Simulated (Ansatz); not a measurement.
C₂H₇AlOSi, SMILES `[CH3][Al]1[CH2]O[SiH2]1`, relaxed with RKS PBE-D4/def2-SVP in Ansatz from a rough embedded geometry. The force threshold is 0.03 eV/Å; the program also tests the step.

Total charge 0; spin multiplicity 1.

Start:

```xyz
12

C     0.693    1.966    0.887
Al   -0.176    0.253    0.569
C     0.461   -1.607    0.143
O    -0.368   -2.061   -0.931
Si   -1.320   -0.630   -1.208
H     1.323    1.918    1.864
H    -0.004    2.782    0.953
H     1.459    2.133    0.086
H     1.509   -1.617   -0.044
H     0.212   -2.284    1.032
H    -2.732   -0.893   -0.899
H    -1.056    0.040   -2.452
```

```json
{"step": "1", "energy (eV)": "-18687.8873", "largest force (eV/Å)": "2.789", "largest move (Å)": "0.000"}
{"step": "2", "energy (eV)": "-18688.6112", "largest force (eV/Å)": "1.008", "largest move (Å)": "0.195"}
{"step": "3", "energy (eV)": "-18688.8080", "largest force (eV/Å)": "0.281", "largest move (Å)": "0.195"}
{"step": "4", "energy (eV)": "-18688.8395", "largest force (eV/Å)": "0.147", "largest move (Å)": "0.122"}
{"step": "5", "energy (eV)": "-18688.8598", "largest force (eV/Å)": "0.175", "largest move (Å)": "0.176"}
{"step": "6", "energy (eV)": "-18688.8632", "largest force (eV/Å)": "0.223", "largest move (Å)": "0.200"}
{"step": "7", "energy (eV)": "-18688.8661", "largest force (eV/Å)": "0.395", "largest move (Å)": "0.092"}
{"step": "8", "energy (eV)": "-18688.8780", "largest force (eV/Å)": "0.053", "largest move (Å)": "0.049"}
{"step": "9", "energy (eV)": "-18688.8786", "largest force (eV/Å)": "0.035", "largest move (Å)": "0.023"}
{"step": "10", "energy (eV)": "-18688.8787", "largest force (eV/Å)": "0.010", "largest move (Å)": "0.009"}
```

End:

```xyz
12

C     0.833    2.043    1.040
Al    0.069    0.419    0.236
C     0.493   -1.561    0.195
O    -0.360   -1.914   -0.924
Si   -1.452   -0.656   -1.354
H     1.320    1.839    2.017
H     0.073    2.838    1.188
H     1.613    2.462    0.367
H     1.546   -1.846   -0.039
H     0.213   -2.147    1.103
H    -2.881   -0.990   -0.973
H    -1.467   -0.488   -2.856
```

It took 15 s on 4 threads of an Arm Neoverse V1 on a shared host, with 0.16 GiB of host memory at the peak.
